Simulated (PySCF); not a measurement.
## Assigning NMR signals

Atoms are numbered as in `[CH3:1][NH:2][Si@H:3]1[N:4]=[CH:5][CH2:6][N:7]1[CH3:8]` (H(Xn): hydrogen on atom n). Ha(C6) is cis to N2 on the ring; Hb(C6) is trans to N2 on the ring.

- GIAO PBE0/pcSseg-1 shieldings
- coordinates at the GFN2-xTB level
- program: PySCF 2.14
- equivalent nuclei averaged, one computed conformer, non-relativistic Hamiltonian, no solvent model

Shifts are taken against calculated references (same method and geometry level): TMS for ¹³C, ¹H.

**Question.** Assign these signals to the numbered atoms. ¹³C{¹H} NMR (computed): δ 184.9 (CH), 67.0 (CH2), 34.0 (CH3), 30.1 (CH3).

**Answer.** 
| δ (ppm) | atoms | environment | reason |
| --- | --- | --- | --- |
| 184.9 | C5 | C=N carbon | – |
| 67.0 | C6 | sp3 CH2 bonded to N | deshielded by the electronegative neighbour |
| 34.0 | C8 | methyl carbon bonded to N | pulled downfield by the heteroatom |
| 30.1 | C1 | methyl carbon bonded to N | – |

**Question.** Assign these signals to the numbered atoms. ¹H NMR (500 MHz, computed): δ 8.84 (m, 1H), 5.18 (s, 1H), 3.61 (m, 1H), 3.42 (m, 1H), 2.97 (s, 3H), 2.78 (s, 3H), 0.53 (br s, 1H).

**Answer.** 
| δ (ppm) | atoms | environment | reason |
| --- | --- | --- | --- |
| 8.84 | H(C5) | hydrogen on a C=N carbon | – |
| 5.18 | H(Si3) | hydrogen on a silicon bonded to 3 N, in a 5-membered ring | – |
| 3.61 | Ha(C6) | hydrogen on an sp3 CH2 bonded to N | its carbon carries N, an electronegative neighbour |
| 3.42 | Hb(C6) | hydrogen on an sp3 CH2 bonded to N | – |
| 2.97 | H(C1) | hydrogen on a methyl carbon bonded to N | its carbon carries N, an electronegative neighbour |
| 2.78 | H(C8) | hydrogen on a methyl carbon bonded to N | – |
| 0.53 | H(N2) | hydrogen on a nitrogen bonded to C, Si | exchangeable, gas-phase position |

The OH or NH signal is concentration- and solvent-dependent in practice; the value given is the gas-phase one. Shifts are as computed. Against solution values, carbons near 30 ppm lie about +3 ppm off and those near 130 ppm about +5 ppm. Of 1309 compounds with measured shifts, 239 miss one by over three times the rms of a fit or turn the order of signals round; such compounds aren't used in these exercises. Multiplicities follow the n + 1 count of equivalent neighbours, as no J values were calculated; m marks all less simple cases, F and P coupling included.
